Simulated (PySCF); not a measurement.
Molecule: `[SiH3][Si]([SiH3])([SiH3])[SiH3]`, H₁₂Si₅.

Bonds (- single, = double, # triple, : aromatic): Si1-Si2, Si2-Si3, Si2-Si4, Si2-Si5. Si1 carries H6, H7, H8; Si3 carries H9, H10, H11; Si4 carries H12, H13, H14; Si5 carries H15, H16, H17.

Geometry PBE0-D3(BJ)/def2-SVP throughout; GIAO in PySCF 2.14.0 with density-fitted response routines, gas phase, one conformer, non-relativistic; equivalent atoms averaged; basis pcSseg-1.

For orientation, BLYP gives these absolute shieldings σ: Si1/Si3/Si4/Si5 424.1, Si2 466.8, H6/H7/H8/H9/H10/H11/H12/H13/H14/H15/H16/H17 27.64 ppm.

A run gave: Si1/Si3/Si4/Si5 459.9, Si2 511.2, H6/H7/H8/H9/H10/H11/H12/H13/H14/H15/H16/H17 27.67 ppm (absolute shieldings σ).

**Question.** Which functional was used in that run?
A. KT3
B. wB97X-D
C. PBE
D. OPBE
E. HF

**Answer.** A. Si1/Si3/Si4/Si5 tells them apart best: KT3 gives 459.9, OPBE gives 455.1, PBE gives 437.0, HF gives 481.3, wB97X-D gives 451.7 ppm.
